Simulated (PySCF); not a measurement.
Computed IR spectrum (relative IR intensity) of a molecule C4H9FSi. Geometry: PBE0-D3(BJ)/def2-SVP. Other conformers were not sampled. Level of theory: PySCF with PBE0-D3(BJ)/def2-SVP. Frequencies are harmonic and unscaled.

| ν (cm⁻¹) | relative intensity |
|---|---|
| 333 | 2.8 |
| 418 | 7.3 |
| 457 | 5.5 |
| 529 | 11 |
| 669 | 2.1 |
| 755 | 35 |
| 794 | 59 |
| 878 | 8.7 |
| 940 | 61 |
| 949 | 4.8 |
| 961 | 41 |
| 990 | 37 |
| 1022 | 7.4 |
| 1088 | 3.5 |
| 1091 | 4.1 |
| 1215 | 20 |
| 1237 | 100 |
| 1299 | 5.7 |
| 1396 | 35 |
| 1425 | 3.2 |
| 2232 | 76 |
| 2240 | 94 |
| 3061 | 5.1 |
| 3091 | 2.6 |
| 3164 | 8.5 |
| 3169 | 4.8 |
| 3174 | 8.4 |

Question: Identify the compound among the candidates.
A. C=C[C@@](C)(F)[SiH3]
B. C/C=C/[SiH2]CF
C. CC1(F)C[SiH2]C1
D. CC1([SiH2]F)CC1

Answer: C, CC1(F)C[SiH2]C1
